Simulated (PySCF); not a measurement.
# Vibration and rotation of LaH

UHF-CCSD(T) constants of LaH, triplet, about 0.0 electrons in the 4f shell (Mulliken) (basis La x2c-TZVPall, H x2c-TZVPall; spin-free X2C with a Gaussian nucleus; PySCF 2.14; masses 138.9063 and 1.0078 u):

| Quantity | Value |
| --- | --- |
| ωe | 1404.9 cm⁻¹ |
| ωexe | 19.5 cm⁻¹ |
| Be | 3.8436 cm⁻¹ |
| αe | 0.0709 cm⁻¹ |
| De to La (5d1 6s2) + H | 2.38 eV |

**Question.** What force constant and bond length do these constants imply?

**Answer.** Reduced mass μred = 1.0006 u; k = 5.8918×10⁻⁷·μred·ωe² (u, cm⁻¹, mdyn/Å) = 1.16 mdyn/Å; Re = √(16.8576/(μred·Be)) (u, cm⁻¹, Å) = 2.094 Å.

**Question.** Estimate the centrifugal constant D from the Kratzer relation and find the Dunham coefficient a1.

**Answer.** D = 4Be³/ωe² = 0.000115 cm⁻¹; a1 = −1 − αeωe/(6Be²) = -2.12.

Correlated steps freeze 18 core orbitals. Spin–orbit coupling is left out, which matters for elements this heavy, above all for dissociation energies. With d or f electrons several states lie close, and the lowest PBE0 determinant need not be the measured ground state.
